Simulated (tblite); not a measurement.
C₃F₅ (SMILES F[C](F)C(F)=C(F)F), doublet, geometry from GFN2-xTB; GFN1-xTB (tblite 0.6.0).

tblite was given this input:
```
$ tblite run mol.xyz --method gfn1 --charge 0 --spin 1 --spin-polarized --json tblite.json --no-restart

# file mol.xyz
8

F      2.31105681    -0.60630354     0.44802213
C      1.21661307    -0.19266073    -0.15737279
F      1.43520919     0.16637079    -1.40914534
C     -0.02232275    -0.14002458     0.44908467
F     -0.08594854    -0.53913187     1.72909540
C     -1.20234980     0.28213038    -0.12957288
F     -1.29668040     0.70258278    -1.37774912
F     -2.35826408     0.31018513     0.50168426
```

Task: Write the output that tblite gives for this input, abridged.

Result: 
```
xTB calculator
 | screened Coulomb repulsion
 | Coulomb electrostatics
 |  * isotropic Klopman-Ohno-Mataga-Nishimoto electrostatics
 |  * onsite third-order electrostatics
 | DFT-D3(BJ) dispersion correction
 | Interactions (1)
 | [1] spin polarization

halogen bonding energy    0.0000000000000E+00 Eh
repulsion energy          1.1908472626165E-01 Eh
dispersion energy        -2.1643307658796E-03 Eh
interaction energy        0.0000000000000E+00 Eh
number of electrons       4.7000000000000E+01 e
integral cutoff           1.7350510997663E+01 bohr

------------------------------------------------------------
  cycle        total energy    energy error   density error
------------------------------------------------------------
      1     -31.69389595783  -3.1810816E+01   4.6233385E-01
      2     -31.95163145223  -2.5773549E-01   2.5539142E-01
      3     -31.95249904879  -8.6759655E-04   1.0642567E-01
      4     -31.95284119020  -3.4214141E-04   9.9627884E-03
      5     -31.95298306931  -1.4187911E-04   5.3197464E-03
      6     -31.95297338807   9.6812375E-06   2.7135162E-03
      7     -31.95299026173  -1.6873657E-05   9.3923012E-04
      8     -31.95299310212  -2.8403940E-06   2.3794501E-04
      9     -31.95299316039  -5.8266224E-08   1.6560819E-04
     10     -31.95299325527  -9.4884200E-08   6.9738166E-06
------------------------------------------------------------

electronic energy        -3.2069913650766E+01 Eh
total energy             -3.1952993255270E+01 Eh

Post processing:
 | Mayer-Wiberg bond orders

[Info] JSON dump of results written to 'tblite.json'
```
